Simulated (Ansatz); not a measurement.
C$_{3}$H$_{4}$F$_{4}$O, SMILES `FCOCC(F)(F)F` at its PBE0-D4/def2-TZVP geometry, where that method's forces vanish. The species carries charge 0 and has multiplicity 1.

```xyz
12

F     0.2870   -1.2946   -2.2042
C     0.0903   -1.5079   -0.8574
O     0.8614   -0.6424   -0.1181
C     0.4311    0.6934   -0.1177
C    -0.3676    1.0112    1.1301
F    -1.4765    0.2633    1.2165
F     0.3380    0.8067    2.2414
F    -0.7438    2.2953    1.1104
H    -0.9808   -1.3824   -0.6696
H     0.4290   -2.5164   -0.6188
H     1.3111    1.3386   -0.1206
H    -0.1793    0.9353   -0.9918
```

Problem. What forces (eV/Å) does PBE-D4/def2-TZVPP give on these atoms in the Gaussian-basis code of Ansatz? (An estimate is asked.)

Solution. Computed: 
```
F1   0.086  0.080 -0.808
C2  -0.222 -0.224  0.271
O3   0.551 -0.227  0.332
C4  -0.065  0.256 -0.069
C5   0.272 -0.094 -0.430
F6  -0.788 -0.553  0.038
F7   0.543 -0.164  0.788
F8  -0.260  0.947 -0.042
H9  -0.276  0.011  0.052
H10  0.079 -0.247  0.091
H11  0.194  0.144 -0.020
H12 -0.115  0.070 -0.202
```
